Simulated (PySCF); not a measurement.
[TiF4]-: angle to the S4 axis scan

[TiF4]-: Ti(III) (d1), charge -1. The structure is a model geometry with rigid ligands and bond lengths from ionic radii, not a minimum; coordination tetrahedral, point group Td, metal–donor distances 1.85 Å.

```
5

Ti    0.000    0.000    0.000
F     1.068    1.068    1.068
F    -1.068   -1.068    1.068
F    -1.068    1.068   -1.068
F     1.068   -1.068   -1.068
```

Method (PySCF 2.14, density fitting): CASSCF(1,5) with orbitals averaged over all microstates of the shell, strongly contracted NEVPT2 on the averaged canonical orbitals; basis x2c-TZVPall on the metal, x2c-SVPall elsewhere; spin-free X2C; gas phase; spin-orbit coupling by state interaction with the mean-field operator over all roots.

The angle between each bond and z is 54.7° in a regular tetrahedron, less in an elongated one and 90° in a plane.

```csv
angle to the S4 axis,group,ground,next state (NEVPT2) / cm⁻¹,orbital energies above the lowest (NEVPT2 fit) / cm⁻¹,μeff(300 K) / μB
45.0°,D2d,2B1 (from 2E),2B2 (from 2T2) 4304,0 4304 4426 14341 14341,1.77
50.0°,D2d,2B1 (from 2E),2A1 (from 2E) 2399,0 2399 6240 11390 11390,1.76
54.7°,Td,2E,2T2 8372,0 0 8372 8372 8372,1.75
60.0°,D2d,2A1 (from 2E),2B1 (from 2E) 3056,0 3056 7967 7967 14136,1.75
65.0°,D2d,2A1 (from 2E),2B1 (from 2E) 6117,0 6117 7785 7785 20036,1.75
72.0°,D2d,2A1,2E 7706,0 7706 7706 10222 28322,1.76
80.0°,D2d,2A1,2E 7740,0 7740 7740 13980 36438,1.76
90.0°,D4h,2A1g,2Eg 7812,0 7812 7812 15956 40990,1.76
```

At 54.7° the ground state is orbitally degenerate, so the regular structure would distort there (Jahn–Teller).

NEVPT2 on the d shell alone tends to put d–d bands too high for such charged or covalently bound ions.
